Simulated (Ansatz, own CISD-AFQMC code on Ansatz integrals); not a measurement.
C2H8Si, SMILES `CC[SiH3]` (charge 0, multiplicity 1).

Cartesian coordinates (Å):
SMILES: CC[SiH3]
```xyz
11

C     -1.4235     0.0899    -0.1836
C     -0.1031    -0.6294    -0.4860
Si     1.4188     0.3316     0.0619
H     -1.4721     1.0585    -0.6857
H     -1.5410     0.2710     0.8869
H     -2.2838    -0.4957    -0.5145
H     -0.0847    -1.6081     0.0031
H     -0.0162    -0.8260    -1.5588
H      2.6620    -0.4136    -0.2567
H      1.3748     0.5732     1.5262
H      1.4689     1.6487    -0.6215
```
Charge 0, spin multiplicity 1.

Frozen-core energies in cc-pVDZ from Ansatz (a first-principles code) at a geometry from B3LYP-D3(BJ)/def2-TZVP; the HF reference has <S^2> = 0.00 and the T1 diagnostic is 0.008.

```csv
level,energy (Ha)
HF,-369.32429
MP2,-369.72631
CCSD,-369.78212
CCSD(T),-369.79406
```

Q: Estimate the energies of CCSDT, phaseless AFQMC, CISD trial (own CISD-AFQMC code on Ansatz integrals; ±0.33 mHa) and CCSDT(Q), and give each level's difference from CCSDT(Q).

A: 
```json
[
 {"level": "MP2", "energy (Ha)": "-369.72631", "difference from CCSDT(Q) (mHa)": "69.40"},
 {"level": "CCSD", "energy (Ha)": "-369.78212", "difference from CCSDT(Q) (mHa)": "13.59"},
 {"level": "CCSD(T)", "energy (Ha)": "-369.79406", "difference from CCSDT(Q) (mHa)": "1.65"},
 {"level": "CCSDT", "energy (Ha)": "-369.79512", "difference from CCSDT(Q) (mHa)": "0.60"},
 {"level": "phaseless AFQMC, CISD trial (own CISD-AFQMC code on Ansatz integrals; ±0.33 mHa)", "energy (Ha)": "-369.79574", "difference from CCSDT(Q) (mHa)": "-0.03"},
 {"level": "CCSDT(Q)", "energy (Ha)": "-369.79571", "difference from CCSDT(Q) (mHa)": "0.00"}
]
```
